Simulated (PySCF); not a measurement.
## Distorted geometries of [La(H2O)3]3+

[La(H2O)3]3+ (singlet). PySCF 2.14.0, RKS PBE0, La lcecp-1-SVP with ECP46, O def2-SVP, H def2-SVP; non-relativistic Hamiltonian with scalar-relativistic core potentials where named; density fitting; no spin-orbit coupling. Relaxed geometry:

```xyz
10

La    0.0000    0.0000    0.0000
O     2.4013    0.0000    0.0000
H     3.0168    0.7621    0.1095
H     3.0169   -0.7621   -0.1095
O    -1.2006    2.0796    0.0000
H    -2.1684    2.2316    0.1095
H    -0.8485    2.9937   -0.1095
O    -1.2006   -2.0796    0.0000
H    -0.8484   -2.9937    0.1095
H    -2.1684   -2.2316   -0.1095
```

**Question.** Order these distorted geometries by energy above the relaxed one, lowest first.
A.
```xyz
10

La   -0.0114   -0.0320   -0.0276
O     2.3791   -0.0582   -0.0588
H     3.0140    0.7100    0.1536
H     3.0981   -0.8212   -0.1117
O    -1.1582    2.1575   -0.0334
H    -2.1964    2.2425    0.1151
H    -0.8402    3.0737   -0.1274
O    -1.2509   -2.0285    0.0554
H    -0.8637   -3.0365    0.0484
H    -2.1703   -2.2075   -0.0136
```
B.
```xyz
10

La    0.0895   -0.0070    0.0760
O     2.4016    0.0189   -0.0437
H     2.9889    0.6953    0.1405
H     2.9857   -0.8394   -0.1347
O    -1.1436    2.0603   -0.0235
H    -2.2855    2.3449   -0.0275
H    -0.9055    3.0159   -0.1403
O    -1.1906   -2.2006   -0.0034
H    -0.8539   -2.9380    0.1967
H    -2.0864   -2.1503   -0.0402
```
C.
```xyz
10

La    0.5627   -0.1651    0.0184
O     2.6475   -0.0907    0.1123
H     2.8072    0.6530    0.2501
H     3.1094   -0.9146   -0.2476
O    -1.2021    2.2312    0.0188
H    -2.1903    2.2176    0.2258
H    -0.9770    3.0285   -0.0445
O    -1.4207   -1.7236    0.0378
H    -0.9950   -2.9636   -0.0609
H    -2.3418   -2.2727   -0.3102
```

**Answer.** A (0.50 eV), B (1.99 eV), C (7.28 eV).

**Question.** Which forces (eV/Å) act in the one that lies 7.28 eV up?

**Answer.** 
```
La   -8.34   0.79  -0.03
O    -2.98 -21.88  -4.11
H     7.54  20.11   3.53
H     1.67   1.95   0.65
O    -3.77 -12.83   1.32
H     1.54   0.09  -0.36
H     3.19  11.55  -0.94
O    -0.07  -7.73  -2.11
H    -1.18   4.84   0.81
H     2.39   3.09   1.23
```
Forces carry noise of the integration grid, about 0.01 to 0.03 eV/Å.

A frequency check found unstable modes (1, the lowest at -11 cm⁻¹), so the relaxed geometry is a saddle point, or these are noise.
